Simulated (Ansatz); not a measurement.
Relaxation of a periodic cell of 63 atoms, Si (host Si, host structure diamond, one Si atom removed), cell charge -1, to a largest force component of 0.03 eV/Å in at most 60 steps.

Computed with Ansatz, DFT PBE, scalar-relativistic, plane waves, PAW. Settings: PAW set soft_1, cutoff 420 eV, k mesh 1x1x1, gaussian smearing 0.05 eV, spin collinear.

```xyz
63
Lattice="10.8600 0.0000 0.0000 0.0000 10.8600 0.0000 0.0000 0.0000 10.8600" Properties=species:S:1:pos:R:3:forces:R:3
Si 5.470 0.006 0.013 -0.87 -0.54 -0.17
Si 6.794 1.344 1.289 0.33 0.08 0.79
Si 8.205 2.662 0.021 -0.41 0.77 -0.59
Si 9.539 4.086 1.293 -0.40 -0.27 0.92
Si 8.138 -0.030 2.661 -0.38 0.65 1.08
Si 9.493 1.413 4.092 0.00 -0.78 -0.72
Si 1.351 1.345 1.357 -0.44 0.36 -0.17
Si 2.715 2.709 0.037 -0.11 -0.17 -0.89
Si 4.097 4.039 1.384 -0.58 0.54 0.08
Si 5.385 5.421 0.009 0.69 0.04 -0.41
Si 6.810 6.819 1.341 -0.50 -0.80 0.25
Si 8.131 8.143 0.043 0.63 0.95 -0.72
Si 9.517 9.569 1.399 0.09 -0.47 -0.98
Si 2.729 0.068 2.668 -0.43 -1.15 0.33
Si 4.048 1.344 4.078 0.40 0.33 0.02
Si 5.456 2.685 2.686 -0.26 -0.27 0.31
Si 6.766 4.056 4.052 -0.18 0.04 0.06
Si 8.107 5.379 2.690 0.49 0.30 -0.20
Si 9.511 6.701 4.079 -0.54 0.86 -0.53
Si 5.405 0.006 5.458 0.25 0.44 -0.13
Si 6.836 1.361 6.763 -0.80 0.10 -0.05
Si 8.115 2.709 5.384 0.44 0.66 0.70
Si 9.497 4.130 6.786 -0.13 -0.68 -0.25
Si 8.060 -0.015 8.137 1.27 0.10 0.18
Si 9.494 1.376 9.493 0.01 -0.78 -0.41
Si -0.002 5.443 0.016 -0.05 0.86 -0.27
Si 1.377 6.837 1.361 -0.68 -0.21 -0.15
Si 2.710 8.161 0.024 -0.08 -0.24 -0.66
Si 4.035 9.474 1.327 0.93 0.63 0.66
Si -0.006 2.749 2.741 0.17 -0.24 -0.53
Si 1.392 4.063 4.082 -0.45 0.12 0.24
Si 2.649 5.461 2.716 0.93 -0.46 -0.03
Si 4.063 6.787 4.073 0.26 -0.40 -0.17
Si 5.452 8.110 2.724 -0.45 0.41 -0.22
Si 6.719 9.501 4.120 0.59 -0.04 -0.50
Si 0.014 0.023 5.397 0.05 -0.11 0.08
Si 1.390 1.309 6.792 -0.54 0.27 0.11
Si 2.691 2.689 5.470 0.27 0.05 -0.48
Si 4.041 4.037 6.793 0.14 0.60 0.26
Si 5.438 5.423 5.447 -0.60 -0.36 -0.26
Si 6.752 6.742 6.805 0.41 0.73 -0.25
Si 8.136 8.141 5.430 0.29 -0.15 0.17
Si 9.548 9.556 6.782 -0.54 -0.51 0.15
Si 2.740 0.000 8.141 -0.30 -0.41 0.29
Si 4.136 1.290 9.462 -0.59 0.77 0.77
Si 5.429 2.691 8.129 0.24 -0.06 -0.34
Si 6.803 4.073 9.411 -0.40 -0.41 1.47
Si 8.113 5.432 8.146 0.60 0.30 -0.16
Si 9.492 6.815 9.477 -0.26 -0.37 0.65
Si -0.031 8.175 2.679 0.02 -0.47 0.43
Si 1.344 9.461 4.065 0.27 0.81 -0.46
Si 0.010 5.451 5.430 0.29 -0.51 0.11
Si 1.317 6.788 6.804 0.96 0.24 -0.59
Si 2.762 8.169 5.386 -0.60 -0.19 0.90
Si 4.087 9.535 6.785 -0.21 -0.46 -0.03
Si 0.003 2.698 8.130 -0.12 0.04 -0.13
Si 1.264 4.113 9.509 1.08 -0.62 0.11
Si 2.686 5.469 8.181 -0.35 -0.75 -0.58
Si 4.042 6.772 9.478 0.48 0.59 0.41
Si 5.440 8.167 8.124 -0.49 -0.42 0.16
Si 6.735 9.526 9.494 0.57 -0.61 0.42
Si 0.002 8.098 8.143 -0.11 1.14 0.10
Si 1.370 9.495 9.515 -0.28 0.11 -0.17
```

Where does it end, and by what steps?

It converged. Limits of this set-up: coarse k mesh, charged cell in a uniform background, uncorrected. After 3 steps the energy has fallen by 1.339 eV; Si63 moved furthest, 0.16 Å.

```
step  energy less start (eV)  largest force component (eV/Å)  accepted
   0                  0.0000                           1.466       yes
   1                 -1.2341                           0.400       yes
   2                 -1.3348                           0.066       yes
   3                 -1.3385                           0.019       yes
```

```xyz
63
Lattice="10.8600 0.0000 0.0000 0.0000 10.8600 0.0000 0.0000 0.0000 10.8600" Properties=species:S:1:pos:R:3
Si 5.426 0.000 -0.007
Si 6.790 1.353 1.349
Si 8.176 2.681 -0.011
Si 9.504 4.065 1.350
Si 8.168 -0.010 2.681
Si 9.502 1.351 4.059
Si 1.274 1.277 1.267
Si 2.684 2.685 0.005
Si 4.061 4.066 1.347
Si 5.429 5.432 -0.005
Si 6.798 6.802 1.343
Si 8.180 8.183 0.006
Si 9.584 9.591 1.279
Si 2.675 0.005 2.676
Si 4.055 1.347 4.053
Si 5.423 2.710 2.706
Si 6.783 4.070 4.070
Si 8.141 5.430 2.704
Si 9.504 6.794 4.054
Si 5.423 0.000 5.426
Si 6.795 1.351 6.790
Si 8.150 2.711 5.428
Si 9.506 4.064 6.796
Si 8.168 0.005 8.170
Si 9.575 1.275 9.573
Si -0.005 5.429 -0.006
Si 1.349 6.794 1.348
Si 2.681 8.177 -0.011
Si 4.062 9.507 1.348
Si 0.004 2.680 2.677
Si 1.344 4.059 4.059
Si 2.703 5.425 2.707
Si 4.067 6.785 4.067
Si 5.427 8.146 2.704
Si 6.788 9.507 4.059
Si -0.004 0.000 5.427
Si 1.351 1.354 6.790
Si 2.710 2.711 5.422
Si 4.069 4.073 6.784
Si 5.426 5.429 5.426
Si 6.784 6.788 6.781
Si 8.147 8.150 5.421
Si 9.503 9.505 6.791
Si 2.672 -0.010 8.177
Si 4.060 1.353 9.500
Si 5.430 2.709 8.144
Si 6.794 4.059 9.507
Si 8.142 5.427 8.146
Si 9.501 6.795 9.502
Si -0.012 8.175 2.679
Si 1.348 9.506 4.061
Si -0.005 5.431 5.426
Si 1.348 6.801 6.790
Si 2.710 8.152 5.427
Si 4.056 9.513 6.798
Si -0.012 2.683 8.173
Si 1.351 4.064 9.504
Si 2.703 5.432 8.143
Si 4.056 6.796 9.504
Si 5.423 8.148 8.145
Si 6.791 9.503 9.504
Si 0.004 8.174 8.173
Si 1.264 9.583 9.588
```

Time of the run: 16 s on 4 threads of AMD EPYC 9R45 96-Core Processor (Zen 5) (shared host), peak memory 1.7 GiB.
